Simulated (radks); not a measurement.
Hg+, 79 electrons, occupied as [Xe] 4f14 5d10 6s1 (the NIST ground configuration).

All-electron calculation, Dirac Kohn-Sham, B86b exchange with PBE correlation, spin-unpolarised, spherical densities, point nucleus. Program: a radial shooting solver on a logarithmic mesh with Libxc functionals.

Energy parts (eV):
total: -535061.67
kinetic: 617592.63
electron-nucleus: -1349495.93
Hartree: 207043.04
exchange-correlation: -10201.41

Orbitals (lengths in bohr, moments of r in powers of bohr; r(90%) holds 90 % of the orbital's charge):
\begin{tabular}{lrrrrrr}
orbital & occ. & eigenvalue (eV) & <r^4> & <r^2> & <r> & r(90%) \\ \hline
1s1/2 & 2 & -83063.99 & 3.990e-07 & 0.0003805 & 0.01658 & 0.0303 \\
2s1/2 & 2 & -14716.36 & 0.00005782 & 0.005736 & 0.06923 & 0.109 \\
2p1/2 & 2 & -14117.08 & 0.00003429 & 0.004053 & 0.05692 & 0.0950 \\
2p3/2 & 4 & -12168.69 & 0.00005385 & 0.005239 & 0.06560 & 0.107 \\
3s1/2 & 2 & -3498.744 & 0.002098 & 0.03723 & 0.1801 & 0.265 \\
3p1/2 & 2 & -3229.451 & 0.001826 & 0.03391 & 0.1704 & 0.257 \\
3p3/2 & 4 & -2797.863 & 0.002546 & 0.04031 & 0.1863 & 0.279 \\
3d3/2 & 4 & -2353.244 & 0.001683 & 0.03086 & 0.1621 & 0.252 \\
3d5/2 & 6 & -2260.802 & 0.001859 & 0.03259 & 0.1670 & 0.258 \\
4s1/2 & 2 & -776.3690 & 0.04676 & 0.1799 & 0.3990 & 0.573 \\
4p1/2 & 2 & -660.9953 & 0.04976 & 0.1832 & 0.4011 & 0.583 \\
4p3/2 & 4 & -556.8027 & 0.06862 & 0.2154 & 0.4353 & 0.631 \\
4d3/2 & 4 & -368.5779 & 0.08117 & 0.2263 & 0.4424 & 0.660 \\
4d5/2 & 6 & -349.1586 & 0.08944 & 0.2377 & 0.4536 & 0.676 \\
5s1/2 & 2 & -126.9757 & 1.213 & 0.9141 & 0.9026 & 1.29 \\
4f5/2 & 6 & -107.0052 & 0.1554 & 0.2773 & 0.4793 & 0.767 \\
4f7/2 & 8 & -102.8130 & 0.1647 & 0.2852 & 0.4860 & 0.778 \\
5p1/2 & 2 & -88.9780 & 1.715 & 1.069 & 0.9725 & 1.41 \\
5p3/2 & 4 & -70.7358 & 2.538 & 1.294 & 1.069 & 1.55 \\
5d3/2 & 4 & -20.0069 & 10.90 & 2.433 & 1.436 & 2.22 \\
5d5/2 & 6 & -18.1349 & 13.13 & 2.652 & 1.497 & 2.32 \\
6s1/2 & 1 & -14.7461 & 79.46 & 7.136 & 2.509 & 3.69 \\
6p1/2 & 0 & -8.3614 & 220.7 & 11.61 & 3.184 & 4.78 \\
6p3/2 & 0 & -7.1458 & 337.6 & 14.44 & 3.555 & 5.31 \\
\end{tabular}

The highest occupied level is 6s1/2 at -14.746 eV. For comparison, the ionisation energy in NIST's Atomic Spectra Database is 18.757 eV (measured). In exact Kohn-Sham theory the highest level is minus the ionisation energy, but local and semilocal functionals leave it too shallow, through self-interaction and a potential that decays too fast; potentials with the right tail come closer. Summed over all electrons, <r^2> = 50.45 bohr^2, which gives a Langevin (diamagnetic) susceptibility term of -40 x 10^-6 cm^3/mol.

Beside tabulated values, note that spin-unpolarised runs miss the spin-polarisation part of the exchange energy of open shells.
